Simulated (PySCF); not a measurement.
PySCF 2.14 output of an unrestricted PBE0 calculation on a single atom or ion in x2c-TZVPPall, with scalar relativity by spin-free X2C-1e:

```
SCF conv_tol = 1e-09
number electrons alpha = 4  beta = 1
    C. Adamo and V. Barone.,  J. Chem. Phys. 110, 6158 (1999)
    M. Ernzerhof and G. E. Scuseria.,  J. Chem. Phys. 110, 5029 (1999)
cycle= 1 E= -37.2196542854182  delta_E= -0.00136  |g|= 0.00443  |ddm|= 0.0535
cycle= 2 E= -37.2196623717601  delta_E= -8.09e-06  |g|= 0.000377  |ddm|= 0.00489
cycle= 3 E= -37.2196624520773  delta_E= -8.03e-08  |g|= 1.68e-05  |ddm|= 0.000499
cycle= 4 E= -37.2196624522472  delta_E= -1.7e-10  |g|= 2.12e-06  |ddm|= 1.73e-05
converged SCF energy = -37.2196624522472  <S^2> = 3.7500045  2S+1 = 4.0000023
```

The run itself started from symmetry-adapted Hartree-Fock orbitals and held the occupation by maximum overlap, on a logarithmic radial grid, so the iterations belong to that start.

Problem. Which element, charge and spin multiplicity is this?

Solution. C⁺ (carbon, charge +1), multiplicity 4; the state was [He] 2s1 2p2, high-spin 4P determinant (an excited configuration).
